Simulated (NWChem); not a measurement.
Species: C₃F₄; SMILES FC(F)=C=C(F)F

Program: NWChem. Medium grid unless said otherwise, to which SCAN and Minnesota functionals are sensitive. All runs use the structure optimised with PBE-D3(BJ)/def2-SVP. Total energies of different functionals are on different scales.

| level | energy (Ha) | highest occupied level (eV) | orbital gap (eV) |
|---|---|---|---|
| B3LYP/def2-SVP | -513.2000 | -8.14 | 7.25 |
| PBE/def2-SVP | -512.7088 | -6.91 | 5.37 |
| MN15/def2-SVP | -512.7279 | -9.19 | 9.14 |
| MPW1K/def2-SVP | -513.0175 | -9.57 | 9.47 |
| Hartree-Fock/def2-SVP | -510.8385 | -11.75 | 15.06 |
| LC-wPBE (HJS exchange hole, range parameter 0.4 per bohr)/def2-SVP | -512.8510 | -11.16 | 12.86 |
| BP86/def2-SVP | -513.2095 | -7.03 | 5.38 |
| LDA (Slater exchange, PW92)/def2-SVP | -509.6651 | -7.15 | 5.30 |
| BLYP/def2-SVP | -513.1483 | -6.72 | 5.35 |
| KT2/def2-SVP | -520.3365 | -7.01 | 5.44 |
